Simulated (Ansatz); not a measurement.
A calculation with Ansatz (development build ahead of 0.2.0).

```yaml
crystal:
  periodic: [false, false, false]
  atoms:
    - { symbol: Be, position_ang: [0.0, 0.0, 0.77223] }
    - { symbol: H, position_ang: [0.0, 0.0, -0.77223] }
basis:
  gaussian: { orbitals: STO-3G }
magnetization:
  initial_magnetization: 1
hamiltonian:
  xc: hf
correlation:
  method: ccsd_t
  frozen_orbitals: { Be: 0, H: 0 }
```

The input is written out in the form of the current development build from the run's settings. Correlation on restricted open-shell orbitals is semicanonical, with singles.

Output:

```yaml
Converged: yes
Reference_energy: -14.91679 hartree
CCSD_correlation_energy: -0.02826 hartree
Triples_correction: -0.00046 hartree
Total_energy: -14.94552 hartree
Spin_squared_of_the_determinant: 0.750
```
